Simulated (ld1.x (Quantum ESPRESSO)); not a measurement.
## An all-electron radial function and its pseudo partner (boron)

Columns: radius, all-electron u(r) and pseudo u(r) of the 2s shell (level -9.44 eV) of boron in the configuration [He] 2s2 2p1; PBE, non-relativistic, ultrasoft scheme, ld1.x (Quantum ESPRESSO) 7.5.

```tsv
r (bohr)	all-electron	pseudo
0.175	0.3062	-0.1317
0.350	0.1558	-0.2592
0.525	-0.0917	-0.3786
0.700	-0.3199	-0.4860
0.875	-0.4968	-0.5779
1.050	-0.6205	-0.6509
1.225	-0.6956	-0.7026
1.400	-0.7306	-0.7311
1.575	-0.7353	-0.7353
1.750	-0.7179	-0.7179
1.925	-0.6857	-0.6857
2.100	-0.6441	-0.6441
2.275	-0.5972	-0.5972
2.450	-0.5481	-0.5481
2.625	-0.4989	-0.4989
2.800	-0.4512	-0.4512
2.975	-0.4058	-0.4058
3.150	-0.3634	-0.3634
3.325	-0.3242	-0.3242
3.500	-0.2884	-0.2884
3.675	-0.2559	-0.2559
3.850	-0.2265	-0.2265
4.025	-0.2002	-0.2002
4.200	-0.1766	-0.1766
4.375	-0.1555	-0.1555
4.550	-0.1368	-0.1368
```

(1) How many radial nodes do the two functions have?

(2) At about which radius was the pseudo-wave matched?

(3) Where does each function peak?

(4) Is the pseudo-wave norm-conserving?

Answers

(1) The all-electron 2s function has n − l − 1 = 1; the pseudo-wave has 0, since the states of the same l below it are removed with the core.

(2) 1.50 bohr, where the columns begin to agree (steps of 0.17 bohr).

(3) Outermost all-electron maximum near 1.57 bohr, pseudo maximum near 1.57 bohr (to the table’s step).

(4) No, it belongs to an ultrasoft set: the norm inside the radius is not constrained, and the difference is carried by the augmentation charge.
